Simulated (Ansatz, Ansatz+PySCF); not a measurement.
```yaml
atoms:
  - { symbol: O, position_ang: [0.0000, 0.0000, -1.6610] }
  - { symbol: Si, position_ang: [0.0000, 0.0000, 0.0000] }
  - { symbol: O, position_ang: [0.0000, 0.0000, 1.6610] }
```

Basis set: def2-SVP (spherical functions). Frozen core: 7 orbitals. Charge 0, multiplicity 1.

Computed with Ansatz (development build ahead of 0.2.0); each method stands on the lowest determinant of its kind that the runs found. Restricted open shells among the atoms or ions are ROHF, correlated in semicanonical orbitals with singles.

The atomization energy at this shape (free ground-state atoms in the same class of orbitals less the molecule, no zero-point energy) of singlet SiO2:

```json
{"method": "RHF-CCSD(T)", "atomization energy": "237.64 kcal/mol"}
{"method": "UHF-MP2", "atomization energy": "261.98 kcal/mol"}
{"method": "RHF", "atomization energy": "111.50 kcal/mol"}
```

(1) What does UHF give?

## Answers

(1) 103.11 kcal/mol. Caution: the shape is not the minimum.
